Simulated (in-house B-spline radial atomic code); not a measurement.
Se⁴⁺. Computed with a B-spline radial atomic code. Model: all-electron spherical atom, spin shells full or empty, radial basis limit, no spin-orbit coupling, Breit or QED, empty-state partial waves extrapolated as (l+1/2)^-4, RPA, G0W0 and static COHSEX of the highest shell as one setting changes (uncorrelated shells keep exact exchange).

Given: element Se; charge 4; filled core Ar; hamiltonian one-electron scalar X2C; mean-field start PBE0; highest l of empty states 9; nuclear rms radius 4.14 fm; highest mean-field shell 4s.

Shell: 3d 5 5, 4s 1 1 (electrons up and down).

```csv
lowest nl shells left uncorrelated,RPA correlation energy (hartree),G0W0 level (eV),G0W0 minus most complete (meV),COHSEX level (eV),removal by RPA minus most complete (meV)
0,-2.2556,-68.069,0,-70.204,0
1,?,?,?,?,?
2,-1.9249,-68.078,-8.3,-70.223,10.5
3,-1.4296,-68.06,9.9,-70.186,1.7
4,-1.2535,-68.178,-108.3,-70.406,103.2
5,?,?,?,?,?
6,-0.077921,-67.362,707.9,-69.225,-892.5
```

(1) What follows for lowest nl shells left uncorrelated = 1?

(2) What follows for lowest nl shells left uncorrelated = 5?

Results:

(1) RPA correlation energy -2.1027 hartree; G0W0 level -68.069 eV; G0W0 minus most complete 0.6 meV; COHSEX level -70.203 eV; removal by RPA minus most complete -0.2 meV.

(2) RPA correlation energy -0.74188 hartree; G0W0 level -68.118 eV; G0W0 minus most complete -48.7 meV; COHSEX level -70.328 eV; removal by RPA minus most complete 2.2 meV.
